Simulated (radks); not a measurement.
The numbers below are computed, except where a source is named.
Charge is removed step by step from the 4p3/2 level of the iridium ion Ir27+, starting from [Ar] 3d10 4s2 4p(1/2: 2, 3/2: 4) 4d10 4f4. Code: a radial shooting solver on a logarithmic mesh with Libxc functionals. Model: Dirac Kohn-Sham, PBE, spin-unpolarised, spherical densities, finite nucleus; open shells fill j = l - 1/2 first; Fermi nuclear charge, rms radius 5.4032 fm.

removed (e)  E - E(0) (eV)  eigenvalue (eV)  E minus straight line (eV)
0                    0.000          -1289.9                       0.000
0.25                324.05          -1302.5                      -4.754
0.5                 651.26          -1315.2                      -6.344
0.75                981.64          -1327.9                      -4.762
1                   1315.2          -1340.6                       0.000

Removing the whole electron costs 1315.2 eV by Delta-SCF, against 1289.9 eV from minus the eigenvalue at the starting occupation. Slater's transition state (half an electron removed) gives 1315.2 eV. Integrating minus the eigenvalue over the occupation (Janak's theorem) gives 1315.2 eV. The mean slope of the eigenvalue, de/dn, is 50.7 eV per electron.
